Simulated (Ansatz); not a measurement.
`C[As]([SiH3])C(C)(C)C`, 22 atoms. Charge 0, multiplicity 1. Correlated methods include outer-core shells of As, which these sets cover unevenly. Scalar relativity is left out up to krypton. Hardware: A = 5 threads of an AMD EPYC 7R13 on a shared host; B = 5 threads of an AMD EPYC 7R13 on a shared host and a share of an NVIDIA H100 80 GB. Correlated methods freeze the cores.

Problem. How many basis functions does each run have, and how long does it take in Ansatz? RKS PBE0-D4/def2-TZVP relaxation (19 steps) [B]; RHF-MP2/def2-QZVPP energy [B]; RHF-CCSD(T)/def2-SVP energy [B]; RHF-CCSD(T)/def2-TZVPP energy [B]; RKS B2PLYP (frozen core)/def2-TZVPP energy [B]; RKS PBE0-D4/def2-QZVPP energy [B]; RKS ωB97M-V/def2-QZVPP energy [B]; RKS PBE0-D4/def2-TZVPP energy [B]; RKS PBE0-D4/def2-SVP energy [A]; RKS CAM-B3LYP-D4/def2-TZVPP energy [B]; RKS ωB97M-V/def2-SVP energy [A]; direct RPA on PBE orbitals/def2-TZVPP energy [B]. (Best estimate.)

Solution. Computed: Other jobs shared the machine, so times are rough.

| level | job | functions | wall time | peak host memory (GiB) |
| --- | --- | --- | --- | --- |
| RKS PBE0-D4/def2-SVP | energy [A] | 195 | 6 s | 1.1 |
| RKS CAM-B3LYP-D4/def2-TZVPP | energy [B] | 455 | 9.5 s | 1.1 |
| RKS PBE0-D4/def2-TZVPP | energy [B] | 455 | 10 s | 0.93 |
| RKS B2PLYP (frozen core)/def2-TZVPP | energy [B] | 455 | 11 s | 2.3 |
| RKS PBE0-D4/def2-QZVPP | energy [B] | 894 | 11 s | 1.5 |
| direct RPA on PBE orbitals/def2-TZVPP | energy [B] | 455 | 12 s | 2.3 |
| RKS ωB97M-V/def2-SVP | energy [A] | 195 | 14 s | 1.2 |
| RHF-CCSD(T)/def2-SVP | energy [B] | 195 | 14 s | 1.1 |
| RKS ωB97M-V/def2-QZVPP | energy [B] | 894 | 16 s | 1.6 |
| RHF-MP2/def2-QZVPP | energy [B] | 894 | 26 s | 1.6 |
| RHF-CCSD(T)/def2-TZVPP | energy [B] | 455 | 52 s | 1.1 |
| RKS PBE0-D4/def2-TZVP | relaxation (19 steps) [B] | 330 | 56 s | 1.1 |
